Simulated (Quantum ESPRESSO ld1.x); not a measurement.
Br22+, configuration [Ne] 3s2 3p1. All-electron calculation, scalar-relativistic Kohn-Sham, LDA (Slater exchange, Perdew-Wang correlation), spin-polarised, spherical densities, point nucleus; open shells are filled with parallel spins first. Program: ld1.x of Quantum ESPRESSO 7.5.

Normalised radial functions P(r) = r R(r), r in bohr:

r           3s up    3p up  3p down
0.001434   0.0969   0.0017   0.0017
0.002055   0.1342   0.0032   0.0032
0.002946   0.1840   0.0062   0.0062
0.004222   0.2485   0.0120   0.0120
0.006052   0.3286   0.0232   0.0232
0.008675   0.4206   0.0443   0.0443
0.01243    0.5123   0.0835   0.0834
0.01782    0.5764   0.1533   0.1532
0.02554    0.5644   0.2707   0.2705
0.03661    0.4095   0.4510   0.4506
0.05248    0.0562   0.6880   0.6875
0.07522   -0.4625   0.9156   0.9148
0.1078    -0.9187   0.9642   0.9631
0.1545    -0.8826   0.5912   0.5898
0.2215    -0.0474  -0.3006  -0.3022
0.3175     1.1763  -1.3143  -1.3140
0.4551     1.6835  -1.6354  -1.6334
0.6522     1.0522  -1.0106  -1.0123
0.9349     0.2771  -0.2799  -0.2827
1.34       0.0238  -0.0266  -0.0273
1.921      0.0004  -0.0006  -0.0006
2.753      0.0000  0.0000  0.0000

3s up: eigenvalue -1002.2 eV, 2 radial nodes at r = 0.0548, 0.225 bohr, <r> = 0.466 bohr, 90 % of the charge inside 0.676 bohr. 3p up: eigenvalue -940.86 eV, 1 radial node at r = 0.200 bohr, <r> = 0.454 bohr, 90 % of the charge inside 0.672 bohr. 3p down (empty): eigenvalue -935.36 eV, 1 radial node at r = 0.199 bohr, <r> = 0.455 bohr, 90 % of the charge inside 0.673 bohr.
